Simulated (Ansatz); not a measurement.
Be4Te4⁺, that is (BeTe)4 cube with one electron fewer. Charge 1, multiplicity 2. Geometry PBE-D4/def2-SVP, that of the neutral singlet; atoms count from 1.

```csv
atom,x (Å),y (Å),z (Å)
Be1,1.251,-0.263,-0.815
Te2,1.154,2.112,-0.426
Be3,0.382,0.642,1.319
Te4,1.478,-1.501,1.239
Be5,-0.716,-1.310,0.265
Te6,-0.616,-1.035,-2.126
Be7,-0.917,0.931,-0.769
Te8,-2.017,0.425,1.314
```

In the def2 sets Te takes a core potential; there is no spin–orbit coupling.

Question: Estimate the Mulliken populations from the PBE0/def2-TZVP orbitals of Ansatz.

Answer: 
```csv
atom,charge (e),spin (α − β)
Be1,0.14,-0.01
Te2,0.11,0.26
Be3,0.14,-0.01
Te4,0.11,0.26
Be5,0.14,-0.01
Te6,0.11,0.26
Be7,0.14,-0.01
Te8,0.11,0.26
```
Mulliken values depend strongly on the basis.

Question: Where does the spin sit?

Answer: Summed by element: Be -0.05, Te 1.05, of 1 unpaired in all. Largest on single atoms: Te4 0.26, Te2 0.26, Te8 0.26.

Question: And the Mayer bond orders between heavy atoms (over 0.3)?

Answer: Be1–Te2 0.84 (2.41 Å); Be1–Te4 0.74 (2.41 Å); Be1–Te6 0.74 (2.41 Å); Te2–Be3 0.74 (2.41 Å); Te2–Be7 0.74 (2.41 Å); Be3–Te4 0.84 (2.41 Å); Be3–Te8 0.74 (2.41 Å); Te4–Be5 0.74 (2.41 Å); Be5–Te6 0.74 (2.41 Å); Be5–Te8 0.84 (2.41 Å); Te6–Be7 0.84 (2.41 Å); Be7–Te8 0.74 (2.41 Å).
